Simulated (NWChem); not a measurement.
## Correlation energy of Zn

```
Zn
```
Charge 0, spin multiplicity 1.

Everything below was run with NWChem.

Basis set: def2-SVP. Each correlation energy counts from its own Hartree-Fock reference.

The correlated methods keep 9 core orbitals frozen. Coupled-cluster values serve here as a point of comparison, not as the truth.

**Question.** For the correlation energy, MP2 gives -287.3 mHa and SCS-MP2 gives -255.2 mHa. What do CCSD, CCSD+T(CCSD), CCSD(T) give?

**Answer.** CCSD: -276.2 mHa; CCSD+T(CCSD): -285.1 mHa; CCSD(T): -284.0 mHa.
